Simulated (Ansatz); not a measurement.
Ansatz (a program for electronic structure) input for HOSn, SMILES [OH+]=[Sn] (connectivity only; charge and spin as stated), charge +1, multiplicity 1, r2SCAN-D4/def2-TZVP. 

Ansatz 0.2 input:
```yaml
crystal:
  periodic: [false, false, false]
  atoms:
    - {symbol: O, position_ang: [0.00000000, 0.00000000, -1.63157900]}
    - {symbol: Sn, position_ang: [0.00000000, 0.00000000, 0.31319865]}
    - {symbol: H, position_ang: [0.00000000, 0.00000000, -2.60730074]}
basis:
  gaussian:
    orbitals: def2-TZVP
hamiltonian:
  xc: r2scan
  dispersion: d4
total_charge: 1
relax: {f_tol: 0.002, max_steps: 200}
```

It prints:

```
WARN ansatz: RAYON_NUM_THREADS=1 ignored (pool sized by the plan → 1); use --threads N
Functional definition: r2SCAN
integrals: 0.02 GiB planned
583 factors; their error is unknown
mean field: 0.19 GiB planned
mean field evaluation 1: about -7864.7998 eV, gradient 1.2e2 eV
mean field evaluation 2: about -7655.0143 eV, gradient 2.2e2 eV
mean field evaluation 4: about -7888.9733 eV, gradient 2.6e1 eV
mean field evaluation 8: about -7890.0632 eV, gradient 3.5e-1 eV
mean field evaluation 16: about -7890.0588 eV, gradient 3.5e-5 eV
mean field -7890.05879749 eV, -289.9543127336 hartree, gradient 3.2e-5 eV, S^2 0.000000; 0 other end points of the search recorded, 0 dependent functions left out
the calculation of the forces begins
reference -7890.05880743 eV, -289.9543130993 hartree; 15, 15 occupied and 72, 72 virtual orbitals, 583 factors
relax step   1: F+E_penalty+E_count = -7890.06485694 eV  Δ(F+E_penalty+E_count) = +0.000e0 eV  max|allowed force component| = 2.048e0 eV/Å  Δτ_max = 0.0000 Å  (29 SCF iters, accepted)
these checks for a lower state are left out or cut short: starts, cluster_reference, orbital_swaps, neighbouring_geometries, increment
integrals: 0.02 GiB planned
583 factors; their error is unknown
mean field: 0.19 GiB planned
mean field -7890.14824307 eV, -289.9575997981 hartree, gradient 1.0e-5 eV, S^2 0.000000; 0 other end points of the search recorded, 0 dependent functions left out
the calculation of the forces begins
reference -7890.14825264 eV, -289.9576001499 hartree; 15, 15 occupied and 72, 72 virtual orbitals, 583 factors
relax step   2: F+E_penalty+E_count = -7890.15435141 eV  Δ(F+E_penalty+E_count) = -8.949e-2 eV  max|allowed force component| = 2.038e-1 eV/Å  Δτ_max = 0.0566 Å  (29 SCF iters, accepted)
these checks for a lower state are left out or cut short: starts, cluster_reference, orbital_swaps, neighbouring_geometries, increment
integrals: 0.02 GiB planned
583 factors; their error is unknown
mean field: 0.19 GiB planned
mean field evaluation 32: about -7890.1485 eV, gradient 1.8e-5 eV
mean field -7890.14850875 eV, -289.9576095618 hartree, gradient 1.7e-5 eV, S^2 0.000000; 0 other end points of the search recorded, 0 dependent functions left out
the calculation of the forces begins
reference -7890.14851832 eV, -289.9576099136 hartree; 15, 15 occupied and 72, 72 virtual orbitals, 583 factors
relax step   3: F+E_penalty+E_count = -7890.15461697 eV  Δ(F+E_penalty+E_count) = -2.656e-4 eV  max|allowed force component| = 2.558e-2 eV/Å  Δτ_max = 0.0014 Å  (31 SCF iters, accepted)
these checks for a lower state are left out or cut short: starts, cluster_reference, orbital_swaps, neighbouring_geometries, increment
integrals: 0.02 GiB planned
583 factors; their error is unknown
mean field: 0.19 GiB planned
mean field -7890.14851485 eV, -289.9576097860 hartree, gradient 1.5e-5 eV, S^2 0.000000; 0 other end points of the search recorded, 0 dependent functions left out
the calculation of the forces begins
reference -7890.14852442 eV, -289.9576101377 hartree; 15, 15 occupied and 72, 72 virtual orbitals, 583 factors
relax step   4: F+E_penalty+E_count = -7890.15462324 eV  Δ(F+E_penalty+E_count) = -6.274e-6 eV  max|allowed force component| = 4.296e-4 eV/Å  Δτ_max = 0.0003 Å  (23 SCF iters, accepted)
integrals: 0.02 GiB planned
583 factors; their error is unknown
mean field: 0.19 GiB planned
mean field -7890.14851485 eV, -289.9576097860 hartree, gradient 1.4e-5 eV, S^2 0.000000; 1 other end points of the search recorded, 0 dependent functions left out
the calculation of the forces begins
reference -7890.14852442 eV, -289.9576101377 hartree; 15, 15 occupied and 72, 72 virtual orbitals, 583 factors
Total energy: -7890.15463281 eV, -289.9578346169 hartree
Atom 0 at    -0.000000    -0.000000    -1.609122 Å, force     0.000000    -0.000000     0.000042 eV/Å
Atom 1 at     0.000000     0.000000     0.256694 Å, force    -0.000000     0.000000     0.000388 eV/Å
Atom 2 at     0.000000     0.000000    -2.573253 Å, force    -0.000000     0.000000    -0.000430 eV/Å
Dipole moment:    -0.000000     0.000000     0.041584 e Å
```

The run converged.
